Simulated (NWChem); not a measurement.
Everything below was run with NWChem. System: H6BP, charge 0, spin multiplicity 1, at a geometry optimised with PBE/def2-SVP. The structure started from a generated list of species. Level: EOM-CCSD/def2-SVPD, 6 core orbitals frozen.

Job file:

```
start mol
memory heap 100 mb stack 700 mb global 1900 mb
geometry units angstroms nocenter noautoz
  B     -0.849487     1.083560     0.000000
  H     -0.559887     1.680685     1.032773
  H     -0.559887     1.680685    -1.032773
  H     -1.967844     0.577265     0.000000
  P      0.337188    -0.430131     0.000000
  H      1.747096    -0.193353     0.000000
  H      0.265070    -1.355559    -1.087377
  H      0.265070    -1.355559     1.087377
  symmetry group Cs
end
basis spherical
  * library def2-svpd
end
scf
  rhf
  nopen 0
  maxiter 100
  thresh 1e-7
  semidirect memsize 60000000 filesize 0
end
tce
  freeze core 6
  ccsd
  nroots 2
  2eorb
  2emet 13
  thresh 1e-5
  maxiter 200
  tilesize 24
end
task tce energy
```

Output (cleaned and shortened):

```
             Northwest Computational Chemistry Package (NWChem) 7.3.0
             --------------------------------------------------------

                                NWChem Input Module
                                -------------------

 Scaling coordinates for geometry "geometry" by  1.889725989
 (inverse scale =  0.529177249)

 Turning off AUTOSYM since
 SYMMETRY directive was detected!

                             Geometry "geometry" -> ""
                             -------------------------

 Output coordinates in angstroms (scale by  1.889725989 to convert to a.u.)

  No.       Tag          Charge          X              Y              Z
 ---- ---------------- ---------- -------------- -------------- --------------
    1 B                    5.0000    -0.84948700     1.08356000     0.00000000
    2 H                    1.0000    -0.55988700     1.68068500     1.03277300
    3 H                    1.0000    -0.55988700     1.68068500    -1.03277300
    4 H                    1.0000    -1.96784400     0.57726500     0.00000000
    5 P                   15.0000     0.33718800    -0.43013100     0.00000000
    6 H                    1.0000     1.74709600    -0.19335300     0.00000000
    7 H                    1.0000     0.26507000    -1.35555900    -1.08737700
    8 H                    1.0000     0.26507000    -1.35555900     1.08737700

 Effective nuclear repulsion energy (a.u.)      58.8924672259

            Nuclear Dipole moment (a.u.)
            ----------------------------
        X                 Y               Z
 ---------------- ---------------- ----------------
     0.0000056692    -0.0000018897     0.0000000000

      Symmetry information
      --------------------

 Group name             Cs
 Group number              2
 Group order               2
 No. of unique centers     6

      Symmetry unique atoms

     1    2    4    5    6    7


 Summary of "ao basis" -> "" (spherical)
 ------------------------------------------------------------------------------
       Tag                 Description            Shells   Functions and Types
 ---------------- ------------------------------  ------  ---------------------
 *                         def2-svpd                  on all atoms

 Summary of "ao basis" -> "ao basis" (spherical)
 ------------------------------------------------------------------------------
       Tag                 Description            Shells   Functions and Types
 ---------------- ------------------------------  ------  ---------------------
 B                         def2-svpd                 8       20   4s2p2d
 H                         def2-svpd                 4        8   2s2p
 P                         def2-svpd                10       24   5s3p2d

                                 NWChem SCF Module
                                 -----------------

  ao basis        = "ao basis"
  functions       =    92
  atoms           =     8
  closed shells   =    13
  open shells     =     0
  charge          =   0.00
  wavefunction    = RHF
  use symmetry    = T
  symmetry adapt  = T

 Summary of "ao basis" -> "ao basis" (spherical)
 ------------------------------------------------------------------------------
       Tag                 Description            Shells   Functions and Types
 ---------------- ------------------------------  ------  ---------------------
 B                         def2-svpd                 8       20   4s2p2d
 H                         def2-svpd                 4        8   2s2p
 P                         def2-svpd                10       24   5s3p2d

      Symmetry analysis of basis
      --------------------------

        a'         59
        a"         33

 Forming initial guess at       0.0s

      Superposition of Atomic Density Guess
      -------------------------------------

 Sum of atomic energies:        -368.03790957

      Non-variational initial energy
      ------------------------------

 Total energy =    -368.956658
 1-e energy   =    -623.183411
 2-e energy   =     195.334286
 HOMO         =      -0.384749
 LUMO         =       0.056138

      Symmetry analysis of molecular orbitals - initial
      -------------------------------------------------

  Numbering of irreducible representations:

     1 a'          2 a"

  Orbital symmetries:

     1 a'          2 a'          3 a'          4 a'          5 a'
     6 a"          7 a'          8 a'          9 a'         10 a"
    11 a'         12 a"         13 a'         14 a'         15 a'
    16 a'         17 a"         18 a"         19 a'         20 a'
    21 a'         22 a"         23 a'

 Starting SCF solution at       0.3s

 ----------------------------------------------
         Quadratically convergent ROHF

 Convergence threshold     :          1.000E-07
 Maximum no. of iterations :          100
 Final Fock-matrix accuracy:          1.000E-09
 ----------------------------------------------

              iter       energy          gnorm     gmax       time
             ----- ------------------- --------- --------- --------
                 1     -368.7064391775  6.39D-01  1.33D-01      0.4
                 2     -368.7509175693  1.85D-01  4.48D-02      0.4
                 3     -368.7554362577  7.34D-03  3.00D-03      0.5
                 4     -368.7554446558  1.28D-05  5.20D-06      0.7
                 5     -368.7554446558  2.26D-09  5.94D-10      0.9

       Final RHF  results
       ------------------

         Total SCF energy =   -368.755444655827
      One-electron energy =   -624.235999728745
      Two-electron energy =    196.588087847049
[...]
   0.0007737209039   0.3022070305367    8.22348
   0.0019525050825   0.3070490468292    8.35523     1.0     1.0

 Iteration  17 using   34 trial vectors
   0.0007118419203   0.3022039836739    8.22339
   0.0011460025555   0.3070410099087    8.35501     1.0     1.0

 Iteration  18 using   36 trial vectors
   0.0008964790683   0.3022005136431    8.22330
   0.0005884601472   0.3070445017796    8.35511     1.1     1.1

 Iteration  19 using   38 trial vectors
   0.0008421198048   0.3021994394174    8.22327
   0.0002878129116   0.3070450470349    8.35512     1.1     1.1

 Iteration  20 using   40 trial vectors
   0.0006254827923   0.3022020847694    8.22334
   0.0001619278620   0.3070450360707    8.35512     1.1     1.1

 Iteration  21 using   42 trial vectors
   0.0004051315044   0.3022028482773    8.22336
   0.0000998102014   0.3070452887311    8.35513     1.1     1.1

 Iteration  22 using   44 trial vectors
   0.0002507518964   0.3022016110422    8.22333
   0.0000537244455   0.3070451956957    8.35513     1.1     1.1

 Iteration  23 using   46 trial vectors
   0.0002190545912   0.3022019000267    8.22334
   0.0000321683929   0.3070450548581    8.35512     1.1     1.1

 Iteration  24 using   48 trial vectors
   0.0002585558836   0.3022020593302    8.22334
   0.0000224892715   0.3070451135798    8.35513     1.1     1.1

 Iteration  25 using   50 trial vectors
   0.0002286049609   0.3022018801148    8.22334
   0.0000144098724   0.3070451448901    8.35513     1.1     1.1

 Iteration  26 using   52 trial vectors
   0.0001611098425   0.3022018204994    8.22333
   0.0000078354478   0.3070451675893    8.35513     1.1     1.1

 Iteration  27 using   53 trial vectors
   0.0001084875354   0.3022018101258    8.22333
   0.0000072775719   0.3070451636592    8.35513     0.7     0.7

 Iteration  28 using   54 trial vectors
   0.0000616960987   0.3022021012065    8.22334
   0.0000068750816   0.3070451633598    8.35513     0.7     0.7

 Iteration  29 using   55 trial vectors
   0.0000299899916   0.3022022296234    8.22334
   0.0000067042510   0.3070451642862    8.35513     0.7     0.7

 Iteration  30 using   56 trial vectors
   0.0000155147186   0.3022022301927    8.22334
   0.0000066644935   0.3070451644011    8.35513     0.7     0.7

 Iteration  31 using   57 trial vectors
   0.0000097869306   0.3022022395468    8.22334
   0.0000066559200   0.3070451641828    8.35513     0.6     0.6
 --------------------------------------------------------------
 Iterations converged
 ------------------

 Excited state root  1
 Excitation energy / hartree =        0.302202239546755
                   / eV      =        8.223344842613848
 largest EOMCCSD amplitudes: R1 and R2

 Singles contributions
    14a'  (alpha) ---    13a'  (alpha)        0.8553158958
    15a'  (alpha) ---    13a'  (alpha)       -0.1214008124
    20a'  (alpha) ---    13a'  (alpha)       -0.1718323952
    29a'  (alpha) ---    13a'  (alpha)       -0.1320492738

 Doubles contributions
 ------------------

 Excited state root  2
 Excitation energy / hartree =        0.307045164182796
                   / eV      =        8.355127583167588
 largest EOMCCSD amplitudes: R1 and R2

 Singles contributions
    14a'  (alpha) ---    11a'  (alpha)       -0.7916850214
    15a'  (alpha) ---    11a'  (alpha)        0.3220628498
    16a'  (alpha) ---    13a'  (alpha)       -0.1718842482
    20a'  (alpha) ---    11a'  (alpha)        0.1426219467
    29a'  (alpha) ---    11a'  (alpha)        0.1186412785
    17a"  (alpha) ---    12a"  (alpha)        0.1721228648

 Doubles contributions

 =========================================
 Excited-state calculation ( a"  symmetry)
 =========================================
 Dim. of EOMCC iter. space      500

 EOMCCSD SOLVER TYPE  1
  maxdiff =   0.54043218482240418

 No. of initial right vectors    2

 EOM-CCSD right-hand side iterations
 --------------------------------------------------------------
      Residuum       Omega / hartree  Omega / eV    Cpu    Wall
 --------------------------------------------------------------

 Iteration   1 using    2 trial vectors
   0.3918247139729   0.4024188825535   10.95038
   0.4237888055327   0.4334871983101   11.79579     1.0     1.0

 Iteration   2 using    4 trial vectors
   0.0942807794163   0.3130639917006    8.51891
   0.0931959084016   0.3401447384047    9.25581     0.9     0.9

 Iteration   3 using    6 trial vectors
   0.0500307833780   0.3065918291031    8.34279
   0.0590524726911   0.3327281151593    9.05400     0.9     0.9

 Iteration   4 using    8 trial vectors
   0.0274320382094   0.3042516847074    8.27911
   0.0429912936923   0.3284044083465    8.93634     0.9     0.9

 Iteration   5 using   10 trial vectors
   0.0164967906533   0.3030190690063    8.24557
   0.0297556611870   0.3254980992788    8.85726     0.9     0.9

 Iteration   6 using   12 trial vectors
   0.0104494820244   0.3025461903731    8.23270
   0.0231084455314   0.3239169203195    8.81423     0.9     0.9

 Iteration   7 using   14 trial vectors
   0.0079222158410   0.3025129602448    8.23180
   0.0189522407523   0.3236109574749    8.80591     0.9     0.9

 Iteration   8 using   16 trial vectors
   0.0071049918276   0.3024238514769    8.22938
   0.0193648636406   0.3231392714393    8.79307     0.9     0.9

 Iteration   9 using   18 trial vectors
   0.0070980571066   0.3023261542494    8.22672
   0.0267337538586   0.3223320064541    8.77110     1.0     1.0

 Iteration  10 using   20 trial vectors
   0.0065504034323   0.3022802516048    8.22547
   0.0402971293893   0.3203884018745    8.71822     1.1     1.1

 Iteration  11 using   22 trial vectors
   0.0045530519129   0.3022233652307    8.22392
   0.0489495245587   0.3168605379592    8.62222     1.0     1.0

 Iteration  12 using   24 trial vectors
   0.0024648571764   0.3022093174704    8.22354
   0.0385040457996   0.3142370442299    8.55083     1.0     1.0

 Iteration  13 using   26 trial vectors
   0.0012992099757   0.3022083087052    8.22351
   0.0204414205418   0.3131341208800    8.52082     1.0     1.0

 Iteration  14 using   28 trial vectors
   0.0007070993634   0.3022064349018    8.22346
   0.0116271851682   0.3126960643914    8.50890     1.0     1.0

 Iteration  15 using   30 trial vectors
   0.0004444355365   0.3022082935805    8.22351
   0.0063015919822   0.3125733298906    8.50556     1.0     1.0

 Iteration  16 using   32 trial vectors
   0.0002886655649   0.3022068179506    8.22347
   0.0030524318407   0.3125520843563    8.50498     1.0     1.0

 Iteration  17 using   34 trial vectors
   0.0001359344363   0.3022064091178    8.22346
   0.0015132369210   0.3125377651492    8.50459     1.0     1.0

 Iteration  18 using   36 trial vectors
   0.0000699109123   0.3022057451894    8.22344
   0.0008497084218   0.3125345861051    8.50450     1.0     1.0

 Iteration  19 using   38 trial vectors
   0.0000351950981   0.3022055666928    8.22344
   0.0004599719424   0.3125338672157    8.50448     1.0     1.0

 Iteration  20 using   40 trial vectors
   0.0000162893860   0.3022056216887    8.22344
   0.0002434317833   0.3125345691234    8.50450     1.0     1.0

 Iteration  21 using   42 trial vectors
   0.0000075638137   0.3022056307750    8.22344
   0.0001510904201   0.3125335742110    8.50447     1.0     1.0

 Iteration  22 using   43 trial vectors
   0.0000075999888   0.3022056327865    8.22344
   0.0000997961639   0.3125335784762    8.50447     0.6     0.6

 Iteration  23 using   44 trial vectors
   0.0000075696899   0.3022056324285    8.22344
   0.0000638633359   0.3125335147822    8.50447     0.6     0.6

 Iteration  24 using   45 trial vectors
   0.0000075518861   0.3022056319194    8.22344
   0.0000476701787   0.3125331712630    8.50446     0.6     0.6

 Iteration  25 using   46 trial vectors
   0.0000075545059   0.3022056322723    8.22344
   0.0000416964071   0.3125332548576    8.50447     0.6     0.6

 Iteration  26 using   47 trial vectors
   0.0000075906234   0.3022056320604    8.22344
   0.0000419175847   0.3125332932904    8.50447     0.6     0.6

 Iteration  27 using   48 trial vectors
   0.0000076891722   0.3022056316444    8.22344
   0.0000541504265   0.3125332977519    8.50447     0.6     0.6

 Iteration  28 using   49 trial vectors
   0.0000075721540   0.3022056312205    8.22344
   0.0000633639157   0.3125335320367    8.50447     0.6     0.6

 Iteration  29 using   50 trial vectors
   0.0000074560640   0.3022056347443    8.22344
   0.0000521946948   0.3125333781815    8.50447     0.6     0.6

 Iteration  30 using   51 trial vectors
   0.0000074056132   0.3022056345589    8.22344
   0.0000364191762   0.3125333098131    8.50447     0.6     0.6

 Iteration  31 using   52 trial vectors
   0.0000074265743   0.3022056359236    8.22344
   0.0000210138775   0.3125332359020    8.50447     0.6     0.6

 Iteration  32 using   53 trial vectors
   0.0000074411135   0.3022056390267    8.22344
   0.0000101826126   0.3125332647872    8.50447     0.6     0.6

 Iteration  33 using   54 trial vectors
   0.0000074077868   0.3022056411185    8.22344
   0.0000049901050   0.3125332849260    8.50447     0.6     0.6
 --------------------------------------------------------------
 Iterations converged
 ------------------

 Excited state root  1
 Excitation energy / hartree =        0.302205641118493
                   / eV      =        8.223437404129774
 largest EOMCCSD amplitudes: R1 and R2

 Singles contributions
    14a'  (alpha) ---    12a"  (alpha)        0.8627002999
    15a'  (alpha) ---    12a"  (alpha)       -0.1225939840
    20a'  (alpha) ---    12a"  (alpha)       -0.1732971090
    29a'  (alpha) ---    12a"  (alpha)       -0.1331904560

 Doubles contributions
 ------------------

 Excited state root  2
 Excitation energy / hartree =        0.312533284925994
                   / eV      =        8.504467010555372
 largest EOMCCSD amplitudes: R1 and R2

 Singles contributions
    15a'  (alpha) ---    12a"  (alpha)        0.2195689465
    16a'  (alpha) ---    12a"  (alpha)       -0.2122785377
    17a"  (alpha) ---    11a'  (alpha)       -0.7845329081
    17a"  (alpha) ---    13a'  (alpha)        0.2101816457
    18a"  (alpha) ---    11a'  (alpha)       -0.1104676892
    22a"  (alpha) ---    11a'  (alpha)        0.1104589507
    31a"  (alpha) ---    11a'  (alpha)        0.1206365535

 Doubles contributions

 Task  times  cpu:       68.1s     wall:       68.1s

 Total times  cpu:       68.1s     wall:       68.1s
```
